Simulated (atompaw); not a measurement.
# What one change does to a pseudopotential (gadolinium, PAW (atompaw))

- Element: gadolinium (Gd)
- Generator: atompaw 4.2.0.5
- Type: PAW
- Functional: PBEsol
- Relativity: scalar-relativistic
- Frozen core: [Kr] 4d10
- Valence charge: 18
- Reference configuration: 4f7 5s2 5p6 5d2 6s1 6p0
- Partial waves: 5s (bound); 6s (bound); 5p (bound); 6p (bound, empty); 5d (bound); 5d channel at 2.9 Ry; 4f (bound); 4f channel at 0.85 Ry
- Local potential: troulliermartins scheme with l = 4 at 0 Ry, radius 2.70 bohr
- Core correction: smooth core density matched at 1.65 bohr
- Augmentation charge: besselshape compensation charge, radius 2.80 bohr; PAW radius 3.00 bohr; waves and projectors: bloechl

Change: local potential bessel scheme, radius 2.70 bohr.

Cutoffs: the cutoffs (Ry, on a coarse ladder) from which the occupation-weighted sum of valence levels, in a spherical-Bessel basis at the reference potential, stays within 10 and 1 mRy of its value at 400 Ry; they do not see the model core or the augmentation charge, which bear on the density cutoff.

What does the change do?

The potential gets neither clearly harder nor softer (30 Ry and 35 Ry → 30 Ry and 35 Ry); the f channel sets the loose cutoff, while the largest relative change is in d, which becomes softer; the range in which the s phases agree widens (upper end 2.8 → 4.0); neither file shows a bound ghost.

| quantity | base | changed |
| --- | --- | --- |
| cutoff, loose | 30 Ry | 30 Ry |
| cutoff, tight | 35 Ry | 35 Ry |
| loose cutoff by channel (10 mRy a level) | s 10 Ry, p 15 Ry, d 15 Ry, f 21 Ry | s 12 Ry, p 15 Ry, d 10 Ry, f 18 Ry |
| bound ghosts | none | none |
| s: phases at 3.00 bohr within 0.05 rad from the reference energy up to (Ry; the scan ends near 5) | 2.8 | 4.0 |
| p: phases at 3.00 bohr within 0.05 rad from the reference energy up to (Ry; the scan ends near 5) | 4.8 | to the end of the scan |
| d: phases at 3.00 bohr within 0.05 rad from the reference energy up to (Ry; the scan ends near 5) | to the end of the scan | to the end of the scan |
| f: phases at 3.00 bohr within 0.05 rad from the reference energy up to (Ry; the scan ends near 5) | 3.6 | 3.5 |
| lowest overlap eigenvalue by channel | s 0.53, p 0.79, d 0.96, f 0.99 | s 0.47, p 0.63, d 0.86, f 0.93 |

 The cutoffs see the waves, projectors and local potential, not the compensation charge or the core.
